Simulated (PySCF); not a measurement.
Pt (SMILES [Pt]), triplet (core potentials on Pt); DF-PBE0/def2-TZVPD (PySCF).

PySCF was given this input:
```python
from pyscf import gto, scf, dft
import numpy

mol = gto.M(
    atom='''
Pt    0.00000000    0.00000000    0.00000000
''',
    basis='def2-tzvpd',
    ecp={'Pt': 'def2-tzvpd'},
    spin=2,
    verbose=4,
)
print('smallest overlap eigenvalue', numpy.linalg.eigvalsh(mol.intor('int1e_ovlp'))[0])

mf = dft.UKS(mol)
mf.xc = 'pbe0'
mf = mf.density_fit(auxbasis='def2-universal-jkfit')
mf = scf.addons.remove_linear_dep_(mf, threshold=1e-3, lindep=1e-3)
mf.kernel()
```

What the program printed (banner, timings and long lists left out):

```
PySCF version 2.14.0

[INPUT] verbose = 4
[INPUT] num. atoms = 1
[INPUT] num. electrons = 18
[INPUT] charge = 0
[INPUT] spin (= nelec alpha-beta = 2S) = 2
[INPUT] symmetry False subgroup None
[INPUT] Mole.unit = angstrom
[INPUT] Symbol           X                Y                Z      unit          X                Y                Z       unit  Magmom
[INPUT]  1 Pt     0.000000000000   0.000000000000   0.000000000000 AA    0.000000000000   0.000000000000   0.000000000000 Bohr   0.0

nuclear repulsion = 0
number of shells = 15
number of NR pGTOs = 69
number of NR cGTOs = 43
basis = def2-tzvpd
ecp = {'Pt': 'def2-tzvpd'}
input.py:18: DeprecationWarning: remove_linear_dep_ is deprecated and will be removed in a future release. Linear dependency handling is now built into the SCF procedure by default. Linear dependency removal can be controlled using the following settings:
  pyscf.scf.hf.remove_overlap_zero_eigenvalue = True
  pyscf.scf.hf.overlap_zero_eigenvalue_threshold = 1e-6

  mf = scf.addons.remove_linear_dep_(mf, threshold=1e-3, lindep=1e-3)
smallest overlap eigenvalue 0.016678929177693657

******** <class 'pyscf.df.df_jk.DFUKS'> ********
method = DFUKS
initial guess = minao
damping factor = 0
level_shift factor = 0
DIIS = <class 'pyscf.scf.diis.CDIIS'>
diis_start_cycle = 1
diis_space = 8
diis_damp = 0
SCF conv_tol = 1e-09
SCF conv_tol_grad = None
SCF max_cycles = 50
direct_scf = False
number electrons alpha = 10  beta = 8
XC library pyscf.dft.libxc version 7.1.2
    S. Lehtola, C. Steigemann, M. J. T. Oliveira, and M. A. L. Marques,  SoftwareX 7, 1–5 (2018)
XC functionals = pbe0
    C. Adamo and V. Barone,  J. Chem. Phys. 110, 6158 (1999)
    M. Ernzerhof and G. E. Scuseria,  J. Chem. Phys. 110, 5029 (1999)
radial grids:
    Treutler-Ahlrichs [JCP 102, 346 (1995); DOI:10.1063/1.469408] (M4) radial grids

becke partition: Becke, JCP 88, 2547 (1988); DOI:10.1063/1.454033
pruning grids: <function nwchem_prune>
grids dens level: 3
symmetrized grids: False
atomic radii adjust function: <function treutler_atomic_radii_adjust>
small_rho_cutoff = 0
Set gradient conv threshold to 3.16228e-05
tot grids = 24312
******** <class 'pyscf.df.df.DF'> ********
auxbasis = def2-universal-jkfit
init E= -104.815253528231

cycle= 1 E= -119.077252113951  delta_E= -14.3  |g|= 0.672  |ddm|= 5.06
cycle= 2 E= -118.676095972823  delta_E= 0.401  |g|= 1.18  |ddm|= 2.05
cycle= 3 E= -119.249738340292  delta_E= -0.574  |g|= 0.104  |ddm|= 1.48
cycle= 4 E= -119.254824708826  delta_E= -0.00509  |g|= 0.00511  |ddm|= 0.176
cycle= 5 E= -119.254852623437  delta_E= -2.79e-05  |g|= 0.00143  |ddm|= 0.0159
cycle= 6 E= -119.254857282091  delta_E= -4.66e-06  |g|= 0.000582  |ddm|= 0.00479
cycle= 7 E= -119.254860190537  delta_E= -2.91e-06  |g|= 0.000508  |ddm|= 0.00337
cycle= 8 E= -119.254867964421  delta_E= -7.77e-06  |g|= 0.000494  |ddm|= 0.0093
cycle= 9 E= -119.254885955298  delta_E= -1.8e-05  |g|= 0.000461  |ddm|= 0.0232
cycle= 10 E= -119.254893785352  delta_E= -7.83e-06  |g|= 0.000435  |ddm|= 0.0106
cycle= 11 E= -119.254940535169  delta_E= -4.67e-05  |g|= 0.00249  |ddm|= 0.122
cycle= 12 E= -119.254938107293  delta_E= 2.43e-06  |g|= 0.000864  |ddm|= 0.0298
cycle= 13 E= -119.254942424765  delta_E= -4.32e-06  |g|= 0.00169  |ddm|= 0.0451
cycle= 14 E= -119.254943409273  delta_E= -9.85e-07  |g|= 0.00085  |ddm|= 0.00226
cycle= 15 E= -119.254943660816  delta_E= -2.52e-07  |g|= 0.0004  |ddm|= 0.00119
cycle= 16 E= -119.254943709886  delta_E= -4.91e-08  |g|= 0.000286  |ddm|= 0.0025
cycle= 17 E= -119.254943748921  delta_E= -3.9e-08  |g|= 4.22e-06  |ddm|= 0.000953
cycle= 18 E= -119.254943748962  delta_E= -4.08e-11  |g|= 3.4e-06  |ddm|= 6.19e-05
Extra cycle  E= -119.254943748988  delta_E= -2.63e-11  |g|= 1.55e-06  |ddm|= 8.58e-06
converged SCF energy = -119.254943748988  <S^2> = 2.0006609  2S+1 = 3.0004405
```
